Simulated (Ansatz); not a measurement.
Ideal-gas functions of CH₄AlBrOS, SMILES `O[CH2][Al]([SH])[Br]` at 500 K and 1 bar, from an Ansatz frequency run at PBE0-D4/def2-TZVP.

Molar mass 171.0 g/mol, point group Cs (symmetry number 1), electronic degeneracy 1, moments of inertia 296.083, 373.128, 666.092 u Å². Harmonic wavenumbers (cm⁻¹, unscaled): 23, 78, 109, 158, 259, 262, 297, 343, 546, 603, 672, 694, 1070, 1171, 1226, 1347, 1477, 2699, 2968, 3000, 3844.

Use S(trans) = R[1.5 ln M + 2.5 ln T − 1.1517]; rotational temperatures θ = 24.2544 K / I; S(rot) = R[ln(√π/σ · √(T³/θAθBθC)) + 1.5]; for each mode x = 1.438777 ν̃/T, S = R[x/(eˣ − 1) − ln(1 − e⁻ˣ)] and H = RT x/(eˣ − 1); 1 cm⁻¹ = 0.0119627 kJ/mol; R = 8.31446 J/(mol·K).

By hand: the entropy, in J/(mol·K).

Translation 183.7. Rotation: θ = 0.0819, 0.065, 0.0364 K, giving 130.3. Vibration, mode by mode: 30.89, 20.75, 17.99, 14.94, 10.95, 10.86, 9.87, 8.75, 5.36, 4.70, 4.02, 3.82, 1.63, 1.29, 1.14, 0.86, 0.63, 0.03, 0.02, 0.01, 0.00, in all 148.5. Electronic 0.0. Sum 462.5 J/(mol·K).

By hand: H − E and G − E in kJ/mol, counted from the electronic energy.

Zero-point energy ½ × 22846 × 0.0119627 = 136.6; thermal vibration 33.3; translation, rotation and pV give 4 RT = 16.6. H − E = 186.5 kJ/mol, and G − E = 186.5 − 500 × 462.5/1000 = -44.8 kJ/mol.

Vibration gives 32 % of the entropy, 69.6 J/(mol·K) of it from the modes under 150 cm⁻¹: soft modes count most, and the harmonic formula is weakest for them. The sum counts one conformer and one mirror image; others add a mixing term.
